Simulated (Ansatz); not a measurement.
Ansatz (a first-principles code) input (HF/6-31G*):

Ansatz 0.2 input:
```yaml
crystal:
  periodic: [false, false, false]
  atoms:
    - {symbol: S, position_ang: [1.88770721, 0.06164898, -0.96005306]}
    - {symbol: Si, position_ang: [-0.00275012, 0.00601210, -0.00139632]}
    - {symbol: S, position_ang: [-1.21033507, -1.47714475, -0.92559679]}
    - {symbol: Cl, position_ang: [0.14510001, -0.39947746, 2.00606117]}
    - {symbol: Cl, position_ang: [-0.78478734, 1.88711131, -0.18963435]}
    - {symbol: H, position_ang: [2.23398780, -1.19296584, -0.69233619]}
    - {symbol: H, position_ang: [-2.15875564, -1.53304698, 0.00302631]}
basis:
  gaussian:
    orbitals: 6-31G*
hamiltonian:
  xc: {name: HF}
phonons: {temperatures: {t_min: 298.15, t_max: 298.15, t_step: 100}}
```

Output:

```
Functional definition: HF
integrals: 0.04 GiB planned
973 factors; integrals over basis functions are off by at most 5.5e-4 eV
mean field: 0.42 GiB planned
mean field evaluation 1: about -54535.6145 eV, gradient 2.4e1 eV
mean field evaluation 2: about -54535.7154 eV, gradient 2.4e1 eV
mean field evaluation 4: about -54537.7954 eV, gradient 2.6e0 eV
mean field evaluation 8: about -54537.8324 eV, gradient 1.3e-1 eV
mean field -54537.83253232 eV, -2004.2283784921 hartree, gradient 2.7e-5 eV, S^2 0.000000; 0 other end points of the search recorded, 0 dependent functions left out
the calculation of the forces begins
reference -54537.83253232 eV, -2004.2283784921 hartree; 41, 41 occupied and 58, 58 virtual orbitals, 973 factors
these checks for a lower state are left out or cut short: stability, starts, cluster_reference, orbital_swaps, neighbouring_geometries, increment
integrals: 0.04 GiB planned
973 factors; integrals over basis functions are off by at most 5.5e-4 eV
mean field: 0.42 GiB planned
mean field evaluation 16: about -54537.8325 eV, gradient 2.3e-4 eV
mean field -54537.83247467 eV, -2004.2283763737 hartree, gradient 2.1e-6 eV, S^2 0.000000; 0 other end points of the search recorded, 0 dependent functions left out
the calculation of the forces begins
reference -54537.83247467 eV, -2004.2283763737 hartree; 41, 41 occupied and 58, 58 virtual orbitals, 973 factors
these checks for a lower state are left out or cut short: stability, starts, cluster_reference, orbital_swaps, neighbouring_geometries, increment
integrals: 0.04 GiB planned
973 factors; integrals over basis functions are off by at most 5.5e-4 eV
mean field: 0.42 GiB planned
mean field -54537.83247303 eV, -2004.2283763133 hartree, gradient 2.2e-6 eV, S^2 0.000000; 0 other end points of the search recorded, 0 dependent functions left out
the calculation of the forces begins
reference -54537.83247303 eV, -2004.2283763133 hartree; 41, 41 occupied and 58, 58 virtual orbitals, 973 factors
these checks for a lower state are left out or cut short: stability, starts, cluster_reference, orbital_swaps, neighbouring_geometries, increment
integrals: 0.04 GiB planned
973 factors; integrals over basis functions are off by at most 5.5e-4 eV
mean field: 0.42 GiB planned
mean field -54537.83243997 eV, -2004.2283750982 hartree, gradient 1.5e-6 eV, S^2 0.000000; 0 other end points of the search recorded, 0 dependent functions left out
the calculation of the forces begins
reference -54537.83243997 eV, -2004.2283750982 hartree; 41, 41 occupied and 58, 58 virtual orbitals, 973 factors
these checks for a lower state are left out or cut short: stability, starts, cluster_reference, orbital_swaps, neighbouring_geometries, increment
integrals: 0.04 GiB planned
973 factors; integrals over basis functions are off by at most 5.5e-4 eV
mean field: 0.42 GiB planned
mean field evaluation 32: about -54537.8324 eV, gradient 9.0e-2 eV
mean field -54537.83243561 eV, -2004.2283749382 hartree, gradient 1.6e-6 eV, S^2 0.000000; 0 other end points of the search recorded, 0 dependent functions left out
the calculation of the forces begins
reference -54537.83243561 eV, -2004.2283749382 hartree; 41, 41 occupied and 58, 58 virtual orbitals, 973 factors
these checks for a lower state are left out or cut short: stability, starts, cluster_reference, orbital_swaps, neighbouring_geometries, increment
integrals: 0.04 GiB planned
973 factors; integrals over basis functions are off by at most 5.5e-4 eV
mean field: 0.42 GiB planned
mean field -54537.83250885 eV, -2004.2283776297 hartree, gradient 1.7e-6 eV, S^2 0.000000; 0 other end points of the search recorded, 0 dependent functions left out
the calculation of the forces begins
reference -54537.83250885 eV, -2004.2283776297 hartree; 41, 41 occupied and 58, 58 virtual orbitals, 973 factors
these checks for a lower state are left out or cut short: stability, starts, cluster_reference, orbital_swaps, neighbouring_geometries, increment
integrals: 0.04 GiB planned
973 factors; integrals over basis functions are off by at most 5.5e-4 eV
mean field: 0.42 GiB planned
mean field -54537.83250803 eV, -2004.2283775995 hartree, gradient 1.6e-6 eV, S^2 0.000000; 0 other end points of the search recorded, 0 dependent functions left out
the calculation of the forces begins
reference -54537.83250803 eV, -2004.2283775995 hartree; 41, 41 occupied and 58, 58 virtual orbitals, 973 factors
these checks for a lower state are left out or cut short: stability, starts, cluster_reference, orbital_swaps, neighbouring_geometries, increment
integrals: 0.04 GiB planned
973 factors; integrals over basis functions are off by at most 5.5e-4 eV
mean field: 0.42 GiB planned
mean field -54537.83244745 eV, -2004.2283753732 hartree, gradient 5.1e-6 eV, S^2 0.000000; 0 other end points of the search recorded, 0 dependent functions left out
[...]
mean field evaluation 192: about -54537.8325 eV, gradient 2.1e-6 eV
mean field -54537.83252564 eV, -2004.2283782467 hartree, gradient 2.1e-6 eV, S^2 0.000000; 0 other end points of the search recorded, 0 dependent functions left out
the calculation of the forces begins
reference -54537.83252564 eV, -2004.2283782467 hartree; 41, 41 occupied and 58, 58 virtual orbitals, 973 factors
these checks for a lower state are left out or cut short: stability, starts, cluster_reference, orbital_swaps, neighbouring_geometries, increment
integrals: 0.04 GiB planned
973 factors; integrals over basis functions are off by at most 5.5e-4 eV
mean field: 0.42 GiB planned
mean field -54537.83251806 eV, -2004.2283779682 hartree, gradient 1.6e-6 eV, S^2 0.000000; 0 other end points of the search recorded, 0 dependent functions left out
the calculation of the forces begins
reference -54537.83251806 eV, -2004.2283779682 hartree; 41, 41 occupied and 58, 58 virtual orbitals, 973 factors
these checks for a lower state are left out or cut short: stability, starts, cluster_reference, orbital_swaps, neighbouring_geometries, increment
integrals: 0.04 GiB planned
973 factors; integrals over basis functions are off by at most 5.5e-4 eV
mean field: 0.42 GiB planned
mean field -54537.83252035 eV, -2004.2283780524 hartree, gradient 1.4e-6 eV, S^2 0.000000; 0 other end points of the search recorded, 0 dependent functions left out
the calculation of the forces begins
reference -54537.83252035 eV, -2004.2283780524 hartree; 41, 41 occupied and 58, 58 virtual orbitals, 973 factors
these checks for a lower state are left out or cut short: stability, starts, cluster_reference, orbital_swaps, neighbouring_geometries, increment
integrals: 0.04 GiB planned
973 factors; integrals over basis functions are off by at most 5.5e-4 eV
mean field: 0.42 GiB planned
mean field -54537.83244727 eV, -2004.2283753665 hartree, gradient 1.3e-6 eV, S^2 0.000000; 0 other end points of the search recorded, 0 dependent functions left out
the calculation of the forces begins
reference -54537.83244727 eV, -2004.2283753665 hartree; 41, 41 occupied and 58, 58 virtual orbitals, 973 factors
these checks for a lower state are left out or cut short: stability, starts, cluster_reference, orbital_swaps, neighbouring_geometries, increment
integrals: 0.04 GiB planned
973 factors; integrals over basis functions are off by at most 5.5e-4 eV
mean field: 0.42 GiB planned
mean field -54537.83244887 eV, -2004.2283754255 hartree, gradient 1.3e-6 eV, S^2 0.000000; 0 other end points of the search recorded, 0 dependent functions left out
the calculation of the forces begins
reference -54537.83244887 eV, -2004.2283754255 hartree; 41, 41 occupied and 58, 58 virtual orbitals, 973 factors
these checks for a lower state are left out or cut short: stability, starts, cluster_reference, orbital_swaps, neighbouring_geometries, increment
integrals: 0.04 GiB planned
973 factors; integrals over basis functions are off by at most 5.5e-4 eV
mean field: 0.42 GiB planned
mean field -54537.83252652 eV, -2004.2283782788 hartree, gradient 1.9e-6 eV, S^2 0.000000; 0 other end points of the search recorded, 0 dependent functions left out
the calculation of the forces begins
reference -54537.83252652 eV, -2004.2283782788 hartree; 41, 41 occupied and 58, 58 virtual orbitals, 973 factors
these checks for a lower state are left out or cut short: stability, starts, cluster_reference, orbital_swaps, neighbouring_geometries, increment
integrals: 0.04 GiB planned
973 factors; integrals over basis functions are off by at most 5.5e-4 eV
mean field: 0.42 GiB planned
mean field evaluation 224: about -54537.8325 eV, gradient 5.4e-2 eV
mean field -54537.83252616 eV, -2004.2283782658 hartree, gradient 1.6e-6 eV, S^2 0.000000; 0 other end points of the search recorded, 0 dependent functions left out
the calculation of the forces begins
reference -54537.83252616 eV, -2004.2283782658 hartree; 41, 41 occupied and 58, 58 virtual orbitals, 973 factors
these checks for a lower state are left out or cut short: stability, starts, cluster_reference, orbital_swaps, neighbouring_geometries, increment
integrals: 0.04 GiB planned
973 factors; integrals over basis functions are off by at most 5.5e-4 eV
mean field: 0.42 GiB planned
mean field -54537.83248050 eV, -2004.2283765877 hartree, gradient 2.9e-6 eV, S^2 0.000000; 0 other end points of the search recorded, 0 dependent functions left out
the calculation of the forces begins
reference -54537.83248050 eV, -2004.2283765877 hartree; 41, 41 occupied and 58, 58 virtual orbitals, 973 factors
these checks for a lower state are left out or cut short: stability, starts, cluster_reference, orbital_swaps, neighbouring_geometries, increment
integrals: 0.04 GiB planned
973 factors; integrals over basis functions are off by at most 5.5e-4 eV
mean field: 0.42 GiB planned
mean field -54537.83248278 eV, -2004.2283766715 hartree, gradient 3.0e-6 eV, S^2 0.000000; 0 other end points of the search recorded, 0 dependent functions left out
the calculation of the forces begins
reference -54537.83248278 eV, -2004.2283766715 hartree; 41, 41 occupied and 58, 58 virtual orbitals, 973 factors
these checks for a lower state are left out or cut short: stability, starts, cluster_reference, orbital_swaps, neighbouring_geometries, increment
integrals: 0.04 GiB planned
973 factors; integrals over basis functions are off by at most 5.5e-4 eV
mean field: 0.42 GiB planned
mean field -54537.83252820 eV, -2004.2283783408 hartree, gradient 1.3e-6 eV, S^2 0.000000; 0 other end points of the search recorded, 0 dependent functions left out
the calculation of the forces begins
reference -54537.83252820 eV, -2004.2283783408 hartree; 41, 41 occupied and 58, 58 virtual orbitals, 973 factors
these checks for a lower state are left out or cut short: stability, starts, cluster_reference, orbital_swaps, neighbouring_geometries, increment
integrals: 0.04 GiB planned
973 factors; integrals over basis functions are off by at most 5.5e-4 eV
mean field: 0.42 GiB planned
mean field -54537.83252753 eV, -2004.2283783159 hartree, gradient 1.2e-6 eV, S^2 0.000000; 0 other end points of the search recorded, 0 dependent functions left out
the calculation of the forces begins
reference -54537.83252753 eV, -2004.2283783159 hartree; 41, 41 occupied and 58, 58 virtual orbitals, 973 factors
these checks for a lower state are left out or cut short: stability, starts, cluster_reference, orbital_swaps, neighbouring_geometries, increment
integrals: 0.04 GiB planned
973 factors; integrals over basis functions are off by at most 5.5e-4 eV
mean field: 0.42 GiB planned
mean field evaluation 256: about -54537.8325 eV, gradient 1.4e-4 eV
mean field -54537.83248272 eV, -2004.2283766693 hartree, gradient 2.9e-6 eV, S^2 0.000000; 0 other end points of the search recorded, 0 dependent functions left out
the calculation of the forces begins
reference -54537.83248272 eV, -2004.2283766693 hartree; 41, 41 occupied and 58, 58 virtual orbitals, 973 factors
these checks for a lower state are left out or cut short: stability, starts, cluster_reference, orbital_swaps, neighbouring_geometries, increment
integrals: 0.04 GiB planned
973 factors; integrals over basis functions are off by at most 5.5e-4 eV
mean field: 0.42 GiB planned
mean field -54537.83248538 eV, -2004.2283767673 hartree, gradient 2.8e-6 eV, S^2 0.000000; 0 other end points of the search recorded, 0 dependent functions left out
the calculation of the forces begins
reference -54537.83248538 eV, -2004.2283767673 hartree; 41, 41 occupied and 58, 58 virtual orbitals, 973 factors
Total energy: -54537.83253232 eV, -2004.2283784921 hartree
Atom 0 at     1.887707     0.061649    -0.960053 Å, force     0.000265     0.000736     0.000151 eV/Å
Atom 1 at    -0.002750     0.006012    -0.001396 Å, force     0.000885     0.000002     0.000676 eV/Å
Atom 2 at    -1.210335    -1.477145    -0.925597 Å, force    -0.000791    -0.000859    -0.000233 eV/Å
Atom 3 at     0.145100    -0.399477     2.006061 Å, force     0.000617     0.000354    -0.000019 eV/Å
Atom 4 at    -0.784787     1.887111    -0.189634 Å, force    -0.000109    -0.000178    -0.000091 eV/Å
Atom 5 at     2.233988    -1.192966    -0.692336 Å, force    -0.000447    -0.000189     0.000082 eV/Å
Atom 6 at    -2.158756    -1.533047     0.003026 Å, force    -0.000418     0.000133    -0.000566 eV/Å
Dipole moment:    -0.049148    -0.328723     0.052137 e Å
Vibrations: 124.66 144.46 207.80 217.17 221.75 226.80 279.59 419.17 609.08 620.37 622.70 873.08 885.51 2900.57 2902.09 cm⁻¹, zero-point energy 0.697709 eV
```

The blocks after the first are displaced geometries, from whose forces the wavenumbers follow.
